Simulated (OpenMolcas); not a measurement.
# Pt5+: from CASSCF to CASPT2

```
Program             : OpenMolcas
Basis               : ANO-RCC-VQZP [9s8p6d4f2g1h]
Scalar Hamiltonian  : DKH2, point nucleus
Active space        : 5 electrons in 10 orbitals (5d 6d)
State averaging     : 2S+1 = 6 even, 1 root; 2S+1 = 4 even, 24 roots; 2S+1 = 2 even, 70 roots
Spin-orbit coupling : state interaction with AMFI integrals over the reference wave functions, term energies averaged over their components
```

Methods on the same reference wave functions:
A. CASSCF
B. SS-CASPT2, IPEA 0.25 Eh, imaginary shift 0.1 Eh (closed shells correlated: 5s 5p)
C. MS-CASPT2, IPEA 0.25 Eh, imaginary shift 0.1 Eh (closed shells correlated: 5s 5p)

Energies in cm⁻¹ above 5d⁵ ⁶S_5/2.

| Level | A | B | C |
| --- | --- | --- | --- |
| 5d⁵ ⁶S_5/2 | 0.0 | 0.0 | 0.0 |
| 5d⁵ ⁴G_7/2 [61 %] | 28991 | 25380 | 25370 |
| 5d⁵ ⁴G_11/2 [75 %] | 30351 | 27150 | 27150 |
| 5d⁵ ⁴G_9/2 | 31685 | 28380 | 28380 |
| 5d⁵ ⁴P_1/2 [59 %] | 34421 | 30250 | 30250 |
| 5d⁵ ⁴D_7/2 [61 %] | 38698 | 34290 | 34290 |
| 5d⁵ ²I_11/2 [71 %] | 43704 | 40170 | 40170 |
| 5d⁵ ⁴D_1/2 [66 %] | 43987 | 39510 | 39510 |
| 5d⁵ ²I_13/2 | 48035 | 44500 | 44500 |
| 5d⁵ ²H_9/2 [52 %] | 56396 | 51550 | 51540 |
| 5d⁵ ²G_7/2(1) [53 %] | 58817 | 52550 | 52490 |
| 5d⁵ ²F_7/2(1) [60 %] | 62848 | 57530 | 57430 |
| 5d⁵ ²H_11/2 [70 %] | 66788 | 62660 | 62650 |
| 5d⁵ ²S_1/2 | 68115 | 59630 | 59630 |
| 5d⁵ ²D_3/2(2) | 77333 | 69280 | 69250 |

Between B and C the level of the table that moves most is 5d⁵ ²F_7/2(1) [60 %], by 100 cm-1 (lowest in C, highest in B). Moves below CASPT2's spread within the term are not significant.

From A to B the spin-free energies of the other terms of 5d⁵ shown, above ⁶S, scale by factors of 0.85 to 0.90, as is usual when dynamic correlation screens the repulsion within a d or f shell.

The lowest spin-free term lies below A's lowest term by 0.331 hartree in B, 0.331 hartree in C.

CASPT2 does not keep the components of a term degenerate, so their means are used; among the terms shown or strongly mixed into the levels shown the widest spread is 540 cm-1 (5d⁵ ²F(2), C). Active for correlation alone: 6d; no level in the range computed is led by a configuration that fills it, so any true level of that kind is missing. Without dynamic correlation excited terms often stand tens of per cent too high (terms of higher spin than the ground term too low), and those without a measured partner can miss by more than the paired ones (holds for A). Only configurations of the active space appear. The table leaves out levels that lie high or whose names do not pair safely across all columns.

A share in square brackets marks a mixed level and gives the weight of the term that names it, the lowest over the columns. A number in round brackets counts repeated terms of one configuration in the order of the reference energies.
